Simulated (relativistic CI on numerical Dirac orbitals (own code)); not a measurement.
Mn²⁺ in a cubic cluster: 2p photoemission with charge transfer

Computed with a charge-transfer multiplet model of a cubic metal-ligand cluster with up to one ligand hole, Slater and spin-orbit integrals from Dirac-Coulomb-Breit ions, Slater integrals scaled by 0.9. The ground state mixes d5 with configurations of k ligand holes L, whose averages lie at kΔ + k(k − 1)U_dd/2; a core hole lowers each added d electron by U_cd. 300 K, Lorentzian 0.6 eV and Gaussian 0.8 eV FWHM.

Atomic integrals in eV (Slater integrals scaled, ζ unscaled), ground: F2dd 9.229, F4dd 5.732, zeta_d 0.037; with the core hole: F2dd 10.932, F4dd 6.843, zeta_d 0.060, zeta_core 6.788, F2cd 6.321, G1cd 4.735, G3cd 2.690.

Cluster parameters (eV): U_dd = 5.9, U_cd = 7.6, 10Dq = 1.5, 10Dq(ligand) = 0.6, V(eg) = 2.65, V(t2g) = -1.21, final-state hopping factor = 0.8.

```json
{"Case": "Δ = 3.7 eV", "n_d": "5.20", "d5": "0.80", "d6L": "0.20", "S": "2.50"}
{"Case": "Δ = 4.7 eV", "n_d": "5.17", "d5": "0.83", "d6L": "0.17", "S": "2.50"}
{"Case": "Δ = 6.7 eV", "n_d": "5.13", "d5": "0.87", "d6L": "0.13", "S": "2.50"}
```

Weights, n_d and S are thermal averages at 300 K. Binding energies count from the first peak over 30 % of the highest in each spectrum, which can be another peak from case to case. The parameters are a model scan and need not match a compound or its usual spin state. Peaks in eV (height, largest 100):
- Δ = 3.7 eV: 0.0 (100), 7.1 (26), 12.1 (45), 13.4 (42), 19.2 (8), 20.4 (9)
- Δ = 4.7 eV: 0.0 (100), 7.0 (23), 12.1 (43), 13.4 (42), 19.1 (7), 20.2 (7)
- Δ = 6.7 eV: 0.0 (100), 1.0 (82), 7.5 (17), 12.2 (42), 13.4 (43)

For the case Δ = 6.7 eV, Δ = 6.7 eV is larger than U_dd = 5.9 eV, the Mott-Hubbard side of the Zaanen-Sawatzky-Allen scheme. With the core hole the configuration with one ligand hole lies at Δ − U_cd = -3.9, -2.9, -0.9 eV from the one without, in the order of the table; where this is negative the screened configuration lies lower, though the effective hopping of about 3.4 eV (from the holes of the mixed ground state) mixes the two strongly wherever it is as large as the gap.

With at most 1 ligand hole the space is cut while the next configuration still counts, so covalency is underestimated, and a final configuration with one more ligand hole, which can lie low, is missing from the spectra.
